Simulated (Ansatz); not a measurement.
Si(GeH3)2H2 (SiGe₂H₈). Charge 0, multiplicity 1. Geometry PBE0-D4/def2-SVP, basis def2-TZVP, Ansatz.

```csv
atom,x (Å),y (Å),z (Å)
Ge1,-0.1742,-1.9909,0.0580
Ge2,-0.3695,1.9236,0.4012
Si3,0.7507,0.0936,-0.6365
H4,-0.2649,-2.0481,1.5948
H5,0.6918,-3.1703,-0.4238
H6,-1.5930,-2.1582,-0.5178
H7,-0.1697,1.8649,1.9274
H8,-1.8804,1.8622,0.1072
H9,0.1739,3.2705,-0.1121
H10,0.6333,0.2140,-2.1235
H11,2.2021,0.1387,-0.2748
```

```csv
run,HOMO (eV),LUMO (eV)
A,-7.28,-0.86
B,-7.54,-0.42
C,-7.94,-0.13
D,-6.86,-0.85
E,-7.17,-0.69
F,-6.90,-0.93
```

Another isomer (singlet) lies 0.12 eV lower at PBE0-D4/def2-TZVP; other spin states weren't run for this one.

Problem. The runs used B97M-V, PBE, PBE0, r2SCAN, r2SCANh, revPBE. Estimate which is which.

Solution. A B97M-V (0 % exact exchange); B r2SCANh (10 % exact exchange); C PBE0 (25 % exact exchange); D revPBE (0 % exact exchange); E r2SCAN (0 % exact exchange); F PBE (0 % exact exchange). Exact exchange lowers occupied and raises empty levels; among semilocal functionals meta-GGAs tend to open the gap a little, and such runs are hard to tell apart. The gap grows from 5.97 eV (PBE) to 7.81 eV (PBE0).
